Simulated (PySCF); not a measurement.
GeH₂ + 2 Cl₂ → GeCl₂ + 2 HCl

Level: PBE0 in the def2-TZVP basis family, all electrons, no relativity, computed in PySCF with density fitting; open shells unrestricted.

```tsv
species	state and structure	E (Eh)	ZPE (kJ/mol)	H(298 K) − H(0) (kJ/mol)	S° (J/(mol K))
GeH₂	singlet, C2v, Ge–H 1.594 Å (×2); H–Ge–H 90.6°	-2077.87561	28.7	10.0	220.6
Cl₂	singlet, D∞h, Cl–Cl 1.982 Å	-920.08940	3.5	9.1	222.5
GeCl₂	singlet, C2v, Ge–Cl 2.182 Å (×2); Cl–Ge–Cl 100.1°	-2996.95593	5.7	13.2	295.3
HCl	singlet, C∞v, H–Cl 1.279 Å	-460.66440	17.9	8.7	186.6
```

Q: What is the electronic reaction energy?

A: At PBE0/def2-TZVP, ΔE = -604.7 kJ/mol from the differences of the total energies times 2625.5, downhill. 

Q: Add zero-point, thermal and entropy terms for 298.15 K and 1 bar.

A: ΔZPE = 5.8 and Δ[H(298) − H(0)] = 2.4 kJ/mol give ΔH° = -596.5 kJ/mol. ΔS° = 2.9 J/(mol K), so ΔG° = -596.5 − 298.15 × (0.0029) = -597 kJ/mol.

Each species is the lowest minimum found with this bonding; other isomers or fragments can lie lower.
